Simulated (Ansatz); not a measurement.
Start from `CCO[Si](O)(O)O` and change one atom or group to get `O[SiH](O)O`.

Ansatz, PBE0-D4/def2-TZVP geometries, multiplicity 1. Each molecule was computed in one conformer, which needn't be the lowest.

```csv
property,`CCO[Si](O)(O)O`
LUMO energy (PBE/def2-TZVPP) / eV,-0.30
HOMO–LUMO gap (B3LYP/def2-TZVPP) / eV,8.26
HOMO–LUMO gap (PBE/def2-TZVPP) / eV,6.38
HOMO energy (PBE0/def2-TZVPP) / eV,-8.29
LUMO energy (B3LYP/def2-TZVPP) / eV,0.22
HOMO energy (ωB97M-V/def2-TZVPP) / eV,-10.71
```

**Question.** Give the same properties after the change, and the shifts. (Best estimate.)

**Answer.** Computed: 
```json
{"property": "LUMO energy (PBE/def2-TZVPP) / eV", "`O[SiH](O)O`": "-0.13", "shift": "0.17"}
{"property": "HOMO–LUMO gap (B3LYP/def2-TZVPP) / eV", "`O[SiH](O)O`": "9.19", "shift": "0.93"}
{"property": "HOMO–LUMO gap (PBE/def2-TZVPP) / eV", "`O[SiH](O)O`": "7.31", "shift": "0.93"}
{"property": "HOMO energy (PBE0/def2-TZVPP) / eV", "`O[SiH](O)O`": "-9.06", "shift": "-0.77"}
{"property": "LUMO energy (B3LYP/def2-TZVPP) / eV", "`O[SiH](O)O`": "0.36", "shift": "0.14"}
{"property": "HOMO energy (ωB97M-V/def2-TZVPP) / eV", "`O[SiH](O)O`": "-11.44", "shift": "-0.73"}
```

With PBE0 the HOMO falls by 0.77 eV and the LUMO rises by 0.16 eV, so the gap widens by about 0.93 eV. PBE moves the HOMO by -0.75 eV and ωB97M-V by -0.73 eV.

B3LYP here is the variant with VWN-RPA as its local correlation; programs differ in this.
